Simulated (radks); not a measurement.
All-electron atom: Nd+ in [Xe] 4f4 6s1. Calculated with a radial shooting solver on a logarithmic mesh with Libxc functionals: scalar-relativistic Kohn-Sham, exchange-only B88, spin-polarised, spherical densities, finite nucleus; open shells are filled with parallel spins first (spin-orbit coupling, left out, can overturn this in heavy ions); Fermi nuclear charge, rms radius 4.9123 fm.

Local quantities along the radius. ELF = 1/(1 + alpha^2) is the electron localisation function; alpha = (tau - tau_W)/tau_unif compares the Pauli kinetic energy density with that of the uniform gas (summed over spins). tau is taken from the large components.

r (bohr),ELF,alpha
0.001551,0.999,0.02489
0.002103,0.999,0.02671
0.00285,0.999,0.02999
0.003862,0.999,0.03561
0.005276,0.998,0.04574
0.00715,0.996,0.06401
0.009691,0.990,0.1006
0.01313,0.968,0.1822
0.01794,0.868,0.3904
0.02432,0.572,0.8657
0.03296,0.331,1.421
0.04466,0.433,1.144
0.06102,0.698,0.6577
0.0827,0.717,0.6288
0.1121,0.425,1.163
0.1519,0.394,1.239
0.2075,0.716,0.6303
0.2812,0.652,0.7305
0.3811,0.209,1.947
0.5166,0.615,0.7906
0.7057,0.702,0.6509
0.9564,0.353,1.353
1.296,0.428,1.157
1.757,0.667,0.7061
2.4,0.373,1.295
3.252,0.164,2.261
4.408,0.598,0.8202
5.974,0.858,0.4075
8.161,0.651,0.7323
11.06,0.045,4.613

On this mesh the ELF has minima near r = 0.033, 0.13, 0.38, 1.1, 3.3 bohr, which separate the shells, and maxima near 0.071 (0.75), 0.24 (0.75), 0.60 (0.74), 1.8 (0.67), 6.0 (0.86).
